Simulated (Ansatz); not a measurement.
Breaking the In1–H2 bond in H5InSi (SMILES [SiH3][InH2]) (multiplicity 1 held, fragments rigid). Energies count from the point at 1.738 Å.
Geometry at that point (charge 0, multiplicity 1):
| atom | x (Å) | y (Å) | z (Å) |
|---|---|---|---|
| In | -0.3267 | -0.5521 | 0.0667 |
| H | 0.1466 | -1.7044 | 1.2782 |
| H | -1.6992 | -0.9445 | -0.9221 |
| Si | 0.9842 | 1.6663 | -0.2068 |
| H | 0.7572 | 2.5307 | 0.9811 |
| H | 0.5786 | 2.4336 | -1.4105 |
| H | 2.4442 | 1.4074 | -0.2978 |

Signs of static correlation in def2-SVP, with CASSCF(2,2), from Ansatz (a first-principles code) runs.

```csv
R (Å),T1 of restricted CCSD,⟨S²⟩ of UHF,largest double amplitude of restricted CCSD,weight of the CASSCF reference in MRCISD,CASSCF natural occupations
1.390,0.011,0.000,0.030,0.906,1.98 0.02
1.564,0.011,0.000,0.041,0.906,1.98 0.02
1.738,0.012,0.000,0.051,0.906,1.97 0.03
1.912,0.012,0.000,0.049,0.906,1.96 0.04
2.085,0.013,0.000,0.072,0.906,1.95 0.05
2.346,0.016,0.000,0.134,0.906,1.91 0.09
2.607,0.021,0.416,0.198,0.905,1.86 0.14
3.041,0.035,0.790,0.321,0.905,1.73 0.27
3.475,[?],0.928,[?],0.904,1.54 0.46
3.997,0.080,0.984,0.669,0.904,1.33 0.67
4.692,0.102,1.003,0.873,0.904,1.15 0.85
5.561,0.110,1.007,0.998,0.904,1.05 0.95
```

### Question
What belongs in the gaps?

### Answer

- 3.475, T1 of restricted CCSD: 0.055
- 3.475, largest double amplitude of restricted CCSD: 0.473

Doubts at one or more of the structures used: a restricted determinant that unrestricted orbitals would lower (R-CCSD(T)/def2-SVP); other coupled-cluster roots lie near (R-CCSD(T)/def2-SVP); T1 above 0.05 (R-CCSD(T)/def2-SVP, U-CCSD(T)/def2-SVP); a spin-contaminated determinant (U-CCSD(T)/def2-SVP).
